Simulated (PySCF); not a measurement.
**How methods differ on the ionisation energy of Kr²⁴⁺**

Kr²⁴⁺ [Ne] 3s2 (1S) → Kr²⁵⁺ [Ne] 3s1 (2S), as a difference of total energies. Computed with PySCF 2.14 in an even-tempered Gaussian basis (18 s from 2.9 bohr⁻², ratio 2.5; 11 p from 3.8 bohr⁻², ratio 2.5; 5 d from 14 bohr⁻², ratio 2.7; 4 f from 22 bohr⁻², ratio 2.7), with scalar relativity by spin-free X2C-1e. Correlated levels: outer shells: 1s2 frozen; virtual orbitals above 40 to 60 times the deepest correlated orbital energy dropped. The calculations carry no spin-orbit coupling.

```json
{"method": "UHF", "ionisation energy (eV)": "1149.8"}
{"method": "LDA", "ionisation energy (eV)": "1153.2"}
{"method": "PBE", "ionisation energy (eV)": "1154.1"}
{"method": "PBE0", "ionisation energy (eV)": "1153.3"}
{"method": "r2SCAN", "ionisation energy (eV)": "1150.3"}
{"method": "BHandHLYP", "ionisation energy (eV)": "1152.6"}
{"method": "M06-L", "ionisation energy (eV)": "1150.9"}
{"method": "MP2 (outer shells)", "ionisation energy (eV)": "1152.7"}
{"method": "SCS-MP2 (outer shells)", "ionisation energy (eV)": "1153.0"}
```

Question: How much does correlation contribute at MP2 (outer shells)?

Answer: 1152.7 − (1149.8) = 2.9 eV, measured against UHF.

Breit and QED terms and the two-electron picture change are absent.

For comparison: 1155 ± 1.6 eV (semi-empirical (NIST evaluation); NIST Atomic Spectra Database, ionization energies).
